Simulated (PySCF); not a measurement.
## Radial density of Ba⁴⁸⁺ (barium, charge +48)

TPSS, [He] 2s2 2p4, high-spin 3P determinant. Computed with PySCF 2.14 in an uncontracted even-tempered set (17 s from 23 bohr⁻², ratio 2.2; 11 p from 29 bohr⁻², ratio 2.2; 6 d from 120 bohr⁻², ratio 2.4; 5 f from 180 bohr⁻², ratio 2.4; 4 g from 270 bohr⁻², ratio 2.4), with the non-relativistic Hamiltonian (point nucleus).

| r (bohr) | 4πr²ρ (e/bohr) | 4πr²(ρα − ρβ) |
| --- | --- | --- |
| 0.000487 | 0.3454 | 0.0000 |
| 0.000819 | 0.9417 | 0.0001 |
| 0.00138 | 2.503 | 0.0003 |
| 0.00232 | 6.373 | 0.0013 |
| 0.00390 | 15.10 | 0.0076 |
| 0.00656 | 31.73 | 0.0487 |
| 0.0110 | 54.51 | 0.2997 |
| 0.0185 | 67.61 | 1.5846 |
| 0.0312 | 54.81 | 6.3688 |
| 0.0525 | 48.12 | 16.2300 |
| 0.0883 | 58.86 | 19.4142 |
| 0.148 | 23.82 | 6.6016 |
| 0.250 | 1.107 | 0.2760 |
| 0.420 | 0.001823 | 0.0004 |

A non-relativistic calculation at this Z misses sizeable relativistic shifts. Spin-orbit coupling is strong in this species (close to jj coupling), so the high-spin LS determinant is a model state, not a physical level.
